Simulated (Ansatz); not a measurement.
`BN=C=O` and `[CH3][SnH2][N]=C=O` differ in one atom or group.

Ansatz, PBE0-D4/def2-TZVP geometries, multiplicity 1. Each molecule was computed in one conformer, which needn't be the lowest.

Elements past krypton have def2 core potentials.

```
                                      property  `BN=C=O`
           HOMO energy (B3LYP/def2-TZVPP) / eV     -8.18
          HOMO–LUMO gap (PBE0/def2-TZVPP) / eV      6.45
       HOMO–LUMO gap (ωB97M-V/def2-TZVPP) / eV     10.69
            HOMO energy (PBE0/def2-TZVPP) / eV     -8.39
           LUMO energy (B3LYP/def2-TZVPP) / eV     -2.16
size of the dipole moment (PBE/def2-TZVPP) / D      0.77
```

(1) Give the same properties after the change, and the shifts. (An estimate is asked.)

## Answers

(1) Computed: 
| property | `[CH3][SnH2][N]=C=O` | shift |
| --- | --- | --- |
| HOMO energy (B3LYP/def2-TZVPP) / eV | -7.78 | 0.40 |
| HOMO–LUMO gap (PBE0/def2-TZVPP) / eV | 7.64 | 1.19 |
| HOMO–LUMO gap (ωB97M-V/def2-TZVPP) / eV | 11.27 | 0.58 |
| HOMO energy (PBE0/def2-TZVPP) / eV | -8.02 | 0.37 |
| LUMO energy (B3LYP/def2-TZVPP) / eV | -0.62 | 1.54 |
| size of the dipole moment (PBE/def2-TZVPP) / D | 3.95 | 3.18 |

With PBE0 the HOMO rises by 0.37 eV and the LUMO rises by 1.55 eV, so the gap widens by about 1.18 eV. PBE moves the HOMO by 0.38 eV and ωB97M-V by 0.37 eV. Dipoles are sizes alone; their direction can turn.

B3LYP here is the variant with VWN-RPA as its local correlation; programs differ in this.
